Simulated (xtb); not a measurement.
xtb input (GFN2-xTB):

```bash
xtb mol.xyz --gfn 2 --ohess tight --chrg -1 --uhf 0
```
mol.xyz:
```
4

F     -0.06069611     1.31456610    -0.49515661
C      0.01281373     0.16974901     0.35002203
Cl     1.53923538    -0.63346803     0.07637194
Cl    -1.37675972    -0.82289151     0.02468440
```

End of the output:

```
optimized geometry written to: xtbopt.xyz

           -------------------------------------------------
          | TOTAL ENERGY              -16.169219207639 Eh   |
          | TOTAL ENTHALPY            -16.157006333159 Eh   |
          | TOTAL FREE ENERGY         -16.190894206688 Eh   |
          | GRADIENT NORM               0.000121164385 Eh/α |
          | HOMO-LUMO GAP               5.197186764778 eV   |
           -------------------------------------------------

------------------------------------------------------------------------
------------------------------------------------------------------------
 total:
 SCF:
 ANC optimizer:
 analytical hessian:
```

It need not be the lowest isomer of its formula. Whether it binds its extra electron was not tested at this geometry.
